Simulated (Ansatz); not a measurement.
C2H9BrN2Si, singlet, geometry from GFN2-xTB; B3LYP/pcseg-1 (Ansatz, a program for electronic structure).

The Ansatz input:
Ansatz 0.2 input:
```yaml
crystal:
  periodic: [false, false, false]
  atoms:
    - {symbol: C, position_ang: [1.96882697, -0.44970183, -1.80764892]}
    - {symbol: C, position_ang: [0.97681700, 0.69650767, -1.63681330]}
    - {symbol: Si, position_ang: [-0.52548418, 0.25765446, -0.56254334]}
    - {symbol: N, position_ang: [-1.40825843, -1.00729905, -1.31073072]}
    - {symbol: N, position_ang: [-1.69017930, 1.46258512, -0.19038566]}
    - {symbol: Br, position_ang: [0.27202522, -0.27266078, 1.47114327]}
    - {symbol: H, position_ang: [1.50482523, -1.28934328, -2.32177300]}
    - {symbol: H, position_ang: [2.32931348, -0.79684564, -0.84089743]}
    - {symbol: H, position_ang: [2.82871407, -0.12909895, -2.39321172]}
    - {symbol: H, position_ang: [0.63019811, 1.02103456, -2.61898092]}
    - {symbol: H, position_ang: [1.49908296, 1.54841694, -1.19541269]}
    - {symbol: H, position_ang: [-0.92166300, -1.79288453, -1.70677080]}
    - {symbol: H, position_ang: [-2.28136217, -1.29961808, -0.90455990]}
    - {symbol: H, position_ang: [-2.27420752, 1.81797352, -0.92634846]}
    - {symbol: H, position_ang: [-1.46380495, 2.18849315, 0.46813489]}
basis:
  gaussian:
    orbitals: pcseg-1.json
hamiltonian:
  xc: b3lyp
```
The basis file holds pcseg-1 in the JSON format of the Basis Set Exchange.

Output, abridged:

```
Functional definition: B3LYP
1483 factors; integrals over basis functions are off by at most 1.1e-3 eV
mean field evaluation 1: about -83101.0289 eV, gradient 9.6e1 eV
mean field evaluation 2: about -83080.8267 eV, gradient 1.3e2 eV
mean field evaluation 4: about -83120.2223 eV, gradient 6.9e0 eV
mean field evaluation 8: about -83120.4962 eV, gradient 2.1e-1 eV
mean field evaluation 16: about -83120.4964 eV, gradient 7.9e-5 eV
mean field -83120.49636024 eV, -3054.6219001429 hartree, gradient 7.9e-5 eV, S^2 0.000000; 0 other end points of the search recorded, 0 dependent functions left out
reference -83120.49665077 eV, -3054.6219108195 hartree; 42, 42 occupied and 104, 104 virtual orbitals, 1483 factors
Total energy: -83120.49665077 eV, -3054.6219108195 hartree
```
